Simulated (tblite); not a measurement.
Compound: C5H13PSi.
Geometry (GFN2-xTB, Å), atoms numbered from 1 in this order:
```xyz
20
C5H13PSi angstrom
C     -1.0726    1.2693   -0.0018
C     -0.3526    0.1929   -0.8048
C     -1.1471   -1.1158   -0.8236
C     -0.9607   -1.8170    0.5243
P      0.7296   -1.3465    1.1880
C      1.0189   -0.1740   -0.2275
Si     2.1923    1.2554    0.2367
H     -0.5279    2.2098   -0.0499
H     -2.0721    1.4326   -0.4009
H     -1.1632    0.9776    1.0423
H     -0.2239    0.5600   -1.8299
H     -0.7562   -1.7547   -1.6190
H     -2.2044   -0.9374   -1.0253
H     -1.0190   -2.9021    0.4124
H     -1.7234   -1.5206    1.2462
H      0.2576   -0.3749    2.0859
H      1.5413   -0.7798   -0.9824
H      1.7237    1.9505    1.4374
H      3.5206    0.6945    0.4804
H      2.2338    2.1909   -0.8915
```

Calculated harmonic vibrations of the isolated species, GFN2-xTB (tblite), most abundant isotopes, no scaling. Against measured fundamentals such values can be off by several per cent, at times by over 20. Modes of hydrogen on phosphorus and silicon can be 10 to 20 % off. One conformer, not necessarily the lowest.

Harmonic wavenumbers (cm⁻¹): 96.9, 134.4, 146.3, 168.3, 218.4, 248.9, 331.9, 367.8, 455.5, 519.4, 548.7, 602.6, 639.4, 706.7, 755.1, 769.8, 786.5, 794.0, 835.3, 853.7, 865.3, 907.4, 956.7, 973.4, 1019.2, 1056.0, 1077.6, 1113.4, 1133.7, 1164.6, 1184.3, 1237.3, 1259.3, 1270.7, 1321.1, 1343.4, 1410.8, 1460.5, 1487.0, 1494.9, 1502.2, 2212.0, 2242.7, 2256.1, 2276.7, 2867.6, 2913.5, 2952.9, 2969.9, 2974.3, 2983.5, 3022.1, 3026.0, 3032.3.

A = 2480, B = 1470, C = 1098 MHz; mass 132.052 u (most abundant isotopes); point group C1, symmetry number 1.

**Question.** What is the zero-point energy?

**Answer.** ½Σν̃ = 35474 cm⁻¹ = 101.42 kcal/mol.

**Question.** What is S at 298.15 K and 1 bar for an ideal gas of classical rigid rotors and harmonic oscillators?

**Answer.** Translation 40.57, rotation 28.78, vibration 23.11: S = 92.5 cal/(mol K).

**Question.** And Cp and H(298.15 K) − H(0)?

**Answer.** Cp = 37.78 cal/(mol K), of which vibrations give 29.83 (their classical limit is 54 R = 107.3); H(298.15 K) − H(0) = 6.40 kcal/mol without the zero-point energy, 4.03 from vibrations.

**Question.** How do the functions run with temperature in this model?

**Answer.** 
| T (K) | S (cal/(mol K)) | Cp (cal/(mol K)) | H − H(0) (kcal/mol) | G − H(0) (kcal/mol) | ln q(vib) |
| --- | --- | --- | --- | --- | --- |
| 50 | 56.1 | 10.8 | 0.44 | -2.37 | 0.11 |
| 100 | 65.4 | 16.4 | 1.12 | -5.42 | 0.75 |
| 373.15 | 101.9 | 46.2 | 9.55 | -28.46 | 6.58 |
| 500 | 117.2 | 58.5 | 16.23 | -42.36 | 9.66 |
| 750 | 144.3 | 75.5 | 33.13 | -75.13 | 15.82 |
| 1000 | 167.7 | 86.5 | 53.46 | -114.21 | 21.73 |

q(vib) and H(0) count from the zero-point level.

**Question.** Which modes carry the vibrational entropy at 298.15 K?

**Answer.** 96.9 cm⁻¹: 3.52; 134.4 cm⁻¹: 2.88; 146.3 cm⁻¹: 2.72; 168.3 cm⁻¹: 2.45; 218.4 cm⁻¹: 1.97; 248.9 cm⁻¹: 1.74 cal/(mol K); the other 48 give 7.83 together.

Hindered rotation and anharmonicity are outside this model. Other conformers, if any are populated, would add a mixing term that is left out. The structure is chiral; the term R ln 2 for an equal mix with its mirror image is left out.
